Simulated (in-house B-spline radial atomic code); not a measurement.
The numbers below are computed, except where a source is named.
Rh in an electron gas of r_s = 3: phase shifts, screening, friction and resistivity

A nucleus sits in a uniform electron gas with a rigid positive background. The Kohn-Sham equations are solved self-consistently in the spin-unpolarised LDA (PW92), non-relativistic, on B-splines with outgoing waves at the boundary and partial waves to l = 8. The model has no lattice, no bands and no magnetic solution. Atomic units; δ_l are the phase shifts at the Fermi level, counted so that each bound state adds π, and good to about 0.0005. A narrow, partly filled d or f resonance in a thin gas would split by spin, so such rows rest on a solution that is probably unstable.

The density parameter is r_s = 3 bohr, near that of the valence electrons of Ag (1 per atom, density 10.5 g/cm³, mass 107.87 u, which gives r_s = 3.02).

```json
{"l": "0", "δ_l (rad)": "12.5220"}
{"l": "1", "δ_l (rad)": "9.4634"}
{"l": "2", "δ_l (rad)": "5.9646"}
{"l": "3", "δ_l (rad)": "-0.0075"}
{"l": "4", "δ_l (rad)": "0.0001"}
{"l": "5", "δ_l (rad)": "-0.0002"}
{"l": "6", "δ_l (rad)": "-0.0001"}
{"l": "7", "δ_l (rad)": "-0.0002"}
{"l": "8", "δ_l (rad)": "-0.0001"}
```

Bound levels below the band bottom (hartree): s -20.34, p -16.99, d -10.8, s -2.416, p -1.401 and deeper ones.

**Question.** Check the Friedel sum rule, and say where the screening charge sits.

**Answer.** k_F = (9π/4)^(1/3)/r_s = 0.63972. The rule is Z = (2/π) Σ (2l + 1) δ_l. The terms are s 7.972, p 18.074, d 18.986, f -0.033 and -0.005 beyond, in all 44.993 against Z = 45. Bound states hold 8 s, 18 p, 10 d electrons, so the scattering states carry 8.99 in all.

**Question.** Find the transport cross section and the electronic stopping of a 5 keV Rh ion (mass 102.91 u).

**Answer.** σ_tr = (4π/k_F²) Σ (l + 1) sin²(δ_l − δ_(l+1)). The terms for l = 0 to 3 are 0.0069, 0.2445, 0.2811, 0.0002, all together 0.5327, so σ_tr = 30.707 × 0.5327 = 16.357 bohr². With n = 3/(4π r_s³) = 0.008842, the friction coefficient is Q = n k_F σ_tr = 0.0925. For v well below v_F = 0.640, dE/dx = Q v; with 24801 eV per u at v = 1, v = √(5000/(24801 × 102.91)) = 0.0443, so dE/dx = 0.00410 hartree/bohr = 2.11 eV/nm. The largest term couples the d and f waves.

**Question.** What residual resistivity would 1 atomic per cent of such centres give in Ag?

**Answer.** Δρ = k_F n_i σ_tr/n in atomic units of 21.74 μΩ·cm. With one host atom per 1 electron, n_i/n = 0.01/1, so Δρ = 0.6397 × 0.01000 × 16.357 × 21.74 = 2.27 μΩ·cm. This is an atom added to the gas, as on an interstitial site.

**Question.** On a substitutional site the background of one host ion, a sphere holding 1 charge, is taken out. The phase shifts for l = 0 to 4 become 12.2772, 9.2819, 5.8271, -0.0190, -0.0014. What follows?

**Answer.** The Friedel sum is now 43.99, for Z − 1 = 44. The sum in σ_tr is 0.7499, so σ_tr = 23.03 bohr² and Δρ = 3.20 μΩ·cm per atomic per cent, 1.41 times the value above. A real host ion scatters too, so this model doesn't give zero even for the host's own atom.
